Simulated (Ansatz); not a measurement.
Start from `O[SiH2][SeH]` and change one atom or group to get `CO[SiH2][SeH]`.

Ansatz, PBE0-D4/def2-TZVP geometries, multiplicity 1. Each molecule was computed in one conformer, which needn't be the lowest.

Scalar relativity is left out up to krypton.

```csv
property,`O[SiH2][SeH]`
HOMO–LUMO gap (PBE0/def2-TZVPP) / eV,7.14
HOMO energy (PBE0/def2-TZVPP) / eV,-7.27
size of the dipole moment (PBE/def2-TZVPP) / D,1.45
LUMO energy (PBE0/def2-TZVPP) / eV,-0.13
HOMO–LUMO gap (ωB97M-V/def2-TZVPP) / eV,11.07
HOMO energy (B3LYP/def2-TZVPP) / eV,-7.02
```

(1) What does the change do to each property? (An estimate is asked.)

## Answers

(1) Ansatz gave: 
```
                                      property  `CO[SiH2][SeH]`  shift
          HOMO–LUMO gap (PBE0/def2-TZVPP) / eV             7.29   0.15
            HOMO energy (PBE0/def2-TZVPP) / eV            -7.18   0.09
size of the dipole moment (PBE/def2-TZVPP) / D             1.73   0.28
            LUMO energy (PBE0/def2-TZVPP) / eV             0.11   0.24
       HOMO–LUMO gap (ωB97M-V/def2-TZVPP) / eV            11.27   0.20
           HOMO energy (B3LYP/def2-TZVPP) / eV            -6.92   0.10
```

With PBE0 the HOMO rises by 0.09 eV and the LUMO rises by 0.24 eV, so the gap widens by about 0.15 eV. PBE moves the HOMO by 0.08 eV and ωB97M-V by 0.09 eV. The zero-point energy changes by 74.4 kJ/mol with +9 modes. Dipoles are sizes alone; their direction can turn.

B3LYP here is the variant with VWN-RPA as its local correlation; programs differ in this.

Spin–orbit coupling is left out; it splits and shifts lone-pair levels of the heavy atoms by tenths of an eV.
